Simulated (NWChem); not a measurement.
ZrSClF; SMILES [F][Zr](=[S])[Cl]

All runs: NWChem. All runs use the structure optimised with PBE0/def2-SVP. def2 effective core potentials on Zr; no spin-orbit coupling. Ions are spin-unrestricted doublets at the neutral geometry. Hybrids' shares of exact exchange are those that their runs print; pure functionals count as 0. The functionals differ in more than this share.

| row | share of exact exchange | ΔSCF ionisation energy minus −ε(HOMO) (eV) |
|---|---|---|
| PBE/def2-SVPD | 0.00 | 3.09 |
| B3LYP/def2-SVPD | 0.20 | 2.30 |
| M06-2X/def2-SVPD | 0.54 | withheld |
| Hartree-Fock/def2-SVPD | 1.00 | -1.51 |

Task: Fit a straight line of the last column on the one before it, predict the withheld value, and compare with the run.

Result: 
1. Means of the 3 shown rows: x = 0.400, y = 1.293. Slope Σ(x − x̄)(y − ȳ)/Σ(x − x̄)² = -2.602/0.5600 = -4.646; intercept 3.152.
2. The shown rows scatter about the line by 0.058 (root mean square); the largest residual is +0.08, at B3LYP/def2-SVPD.
3. At x = 0.54 (M06-2X/def2-SVPD; inside the shown range) the line gives 0.64.
4. The run gives 1.04, +0.40 from the line, 6.9 times the scatter. The line crosses zero at a share of 0.68.
